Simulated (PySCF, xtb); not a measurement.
B(F)(Cl)(OH) (BClFHO), SMILES OB(F)Cl. The values are those of a single conformer.

Harmonic wavenumbers (cm⁻¹) from GFN2-xTB run with xtb at its own minimum, in rising order: 302, 362, 464, 590, 605, 897, 1113, 1324, 3586.

What does B3LYP-D3(BJ)/def2-SVP in PySCF give at its own minimum? (The exact figures need the calculation; the answer reports its results.)

346, 412, 512, 626, 675, 994, 1282, 1467, 3835. Paired by order, the mean absolute difference is 101 cm⁻¹ and the zero-point energies are 13.2 and 14.5 kcal/mol.
